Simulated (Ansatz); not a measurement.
Start from `C[Se][AlH][OH]` and change one atom or group to get `C[Se][AlH2]`.

Ansatz, PBE0-D4/def2-TZVP geometries, multiplicity 1. Each molecule was computed in one conformer, which needn't be the lowest.

Scalar relativity is left out up to krypton.

```
                                        property  `C[Se][AlH][OH]`
size of the dipole moment (B3LYP/def2-TZVPP) / D              0.92
               LUMO energy (PBE/def2-TZVPP) / eV             -1.31
  size of the dipole moment (PBE/def2-TZVPP) / D              0.91
              LUMO energy (PBE0/def2-TZVPP) / eV             -0.58
            HOMO–LUMO gap (PBE0/def2-TZVPP) / eV              6.27
              HOMO energy (PBE0/def2-TZVPP) / eV             -6.84
```

**Question.** Give the same properties after the change, and the shifts. (Best estimate.)

**Answer.** The calculation gave: 
```json
{"property": "size of the dipole moment (B3LYP/def2-TZVPP) / D", "`C[Se][AlH2]`": "1.33", "shift": "0.41"}
{"property": "LUMO energy (PBE/def2-TZVPP) / eV", "`C[Se][AlH2]`": "-2.08", "shift": "-0.77"}
{"property": "size of the dipole moment (PBE/def2-TZVPP) / D", "`C[Se][AlH2]`": "1.35", "shift": "0.44"}
{"property": "LUMO energy (PBE0/def2-TZVPP) / eV", "`C[Se][AlH2]`": "-1.36", "shift": "-0.78"}
{"property": "HOMO–LUMO gap (PBE0/def2-TZVPP) / eV", "`C[Se][AlH2]`": "5.57", "shift": "-0.70"}
{"property": "HOMO energy (PBE0/def2-TZVPP) / eV", "`C[Se][AlH2]`": "-6.92", "shift": "-0.08"}
```

With PBE0 the HOMO falls by 0.08 eV and the LUMO falls by 0.78 eV, so the gap narrows by about 0.70 eV. PBE moves the HOMO by -0.14 eV and ωB97M-V by -0.07 eV. Dipoles are sizes alone; their direction can turn.

B3LYP here is the variant with VWN-RPA as its local correlation; programs differ in this.

Spin–orbit coupling is left out; it splits and shifts lone-pair levels of the heavy atoms by tenths of an eV.
